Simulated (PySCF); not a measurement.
Dipole response of Tl⁻ (thallium, charge -1)

[Xe] 4f14 5d10 6s2 6p2, high-spin 3P determinant. Calculation: PySCF 2.14, in aug-cc-pwCVTZ-DK3 with one added diffuse shell each of s, d, f type (12s10p9d6f1g, 138 functions); the spin-free X2C one-electron Hamiltonian (Gaussian nucleus). Coupled (time-dependent) response in atomic units; α is the mean over directions.

```tsv
method	mean α (bohr³)	α xx, yy, zz	C₆ (like pair)	S(−4)
UHF	898.4	358.7, 1169, 1167	20370	1372000
```

S(−4) is the Cauchy moment in α(ω) = α(0) + S(−4) ω² + …

Spin-orbit coupling is absent.

α(iu) at UHF:

```tsv
u (hartree)	α(iu) (bohr³)
0	898.4
0.0500	299.3
0.100	141.4
0.200	59.91
0.300	35.24
0.500	17.88
0.750	10.53
1.00	7.294
1.50	4.349
2.00	2.970
3.00	1.666
5.00	0.7405
```

A single London oscillator, α(iu) = α/(1 + u²/ω²), gives C₆ = (3/4) ω α². Matching the computed C₆ needs ω = 4 × 20370 / (3 × 898.4²) = 0.0337 hartree.

For an ion, C₆ is the dispersion term alone; charge-induced terms of lower order in 1/R come first.

The components differ because the open shell of this determinant is not spherical; for a pure term their mean is the scalar polarisability.

Spin-orbit coupling is strong in this species (close to jj coupling), so the high-spin LS determinant is a model state, not a physical level.
